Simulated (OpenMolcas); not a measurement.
Tm2+ with 6 ligands (bromide) in octahedral coordination (Oh) at 2.94 Å. A charge of +0.667 e stands 3.2 Å behind each ligand. Ligand basis ANO-RCC-VDZP.
```
Tm    0.0000    0.0000    0.0000
Br    2.9400    0.0000    0.0000
Br    0.0000    2.9400    0.0000
Br   -2.9400    0.0000    0.0000
Br    0.0000   -2.9400    0.0000
Br    0.0000    0.0000    2.9400
Br    0.0000    0.0000   -2.9400
```

```
Program             : OpenMolcas 26.06
Method              : SS-CASPT2, IPEA 0.25 Eh, imaginary shift 0.1 Eh (closed shells correlated: 5s 5p and the ligand valence shells)
Basis               : ANO-RCC-VDZP [7s6p4d2f1g]
Scalar Hamiltonian  : DKH2, point nucleus
Active space        : 13 electrons in 7 orbitals (4f)
State averaging     : 2S+1 = 2 odd, 7 roots
Spin-orbit coupling : RASSI with atomic mean-field integrals over the reference wave functions
```

**Question.** What is the spin-free ground state (labels of O, the rotations of Oh)?

**Answer.** 2T1, 3-fold in its orbital part; it has the highest spin that f13 allows.

**Question.** Where is the first state of the same spin?

**Answer.** 2T2 at 78 cm-1 above the ground state.

**Question.** What are the lowest two levels with spin-orbit coupling?

**Answer.** A 2-fold level Γ6 with g = 2.66, 2.66, 2.66, then a 4-fold level Γ8 48 cm-1 above it. Their leading multiplicities are 2 (100 %) and 2 (100 %).

**Question.** What is χT at 300 K, and how does it compare with the textbook value?

**Answer.** Hund's rules give f13 the level 2F7/2 with g = 1.143, so an isolated free-ion multiplet has χT = g² J(J+1) / 8 = 2.571 cm3 K/mol. The computed 2.559 at 300 K differs by 0 %, through the field's splitting, the mixing of terms and any other multiplet in reach.

Roots that are degenerate in the reference are averaged as groups; the widest CASPT2 spread within a group is 52 cm-1 (the 3-fold group of multiplicity 2 near 78 cm-1 above the lowest state of its run). Shifts and gaps below about the spread of the groups concerned are not significant. Over all roots computed the reference weight is 0.65; a low but even weight reflects the number of correlated electrons. Splittings of an f shell from a small cluster at a set distance can be off by tens of per cent, mostly too small. No measured value stands beside these numbers; the geometry is a model, was not optimised and need not be the one that this ion takes.
